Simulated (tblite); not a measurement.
Isomers of C8H13FSi. Method: GFN2-xTB as coded in tblite; computed harmonic values from a numerical Hessian at the method's own geometry, unscaled. Against measured fundamentals such values can be off by several per cent, at times by over 20. Modes of hydrogen on silicon can be 10 to 20 % off. One conformer each.

Electronic energies: GFN2-xTB at the same geometries; isomer energies are rough at this level and their order can be wrong.

| SMILES | electronic energy, lowest = 0 (kJ/mol) |
| --- | --- |
| C#CC[C@](F)([SiH2]C)C1CC1 | 138.6 |
| C#CC[C@@](F)([SiH2]C)C(=C)C | 150.1 |
| CCCC#CC[Si@@H]1C[C@@H]1F | 198.3 |
| C[C@@H](F)C1=C[SiH2]CC=CC1 | 0.0 |

Task: How do GFN2-xTB zero-point energies change the relative energies?

Result: 
| SMILES | ZPE (kJ/mol) | of it from modes above 1550 cm⁻¹ | electronic (kJ/mol) | with ZPE, lowest = 0 (kJ/mol) | lowest mode (cm⁻¹) | rings |
| --- | --- | --- | --- | --- | --- | --- |
| C[C@@H](F)C1=C[SiH2]CC=CC1 | 481.7 | 244.6 | 0.0 | 0.0 | 41 | 1 |
| C#CC[C@](F)([SiH2]C)C1CC1 | 471.4 | 243.1 | 138.6 | 128.2 | 28 | 1 |
| C#CC[C@@](F)([SiH2]C)C(=C)C | 466.6 | 252.8 | 150.1 | 135.0 | 27 | 0 |
| CCCC#CC[Si@@H]1C[C@@H]1F | 481.4 | 243.7 | 198.3 | 198.0 | 8 | 1 |

The zero-point energies span 15.1 kJ/mol, from `C#CC[C@@](F)([SiH2]C)C(=C)C` to `C[C@@H](F)C1=C[SiH2]CC=CC1`. The order is unchanged.

Task: What do entropy and thermal enthalpy add at 298.15 K and 1 bar (rigid rotor, harmonic oscillator, one conformer each)?

Result: 
| SMILES | point group | symmetry number | S (J/(mol K)) | H − H(0) (kJ/mol) | ZPE + H − H(0) − TS (kJ/mol) |
| --- | --- | --- | --- | --- | --- |
| C[C@@H](F)C1=C[SiH2]CC=CC1 | C1 | 1 | 434.5 | 32.13 | 384.3 |
| C#CC[C@](F)([SiH2]C)C1CC1 | C1 | 1 | 474.0 | 36.76 | 366.8 |
| C#CC[C@@](F)([SiH2]C)C(=C)C | C1 | 1 | 488.7 | 38.83 | 359.7 |

Not tabulated: `CCCC#CC[Si@@H]1C[C@@H]1F` (lowest mode only 8 cm⁻¹).
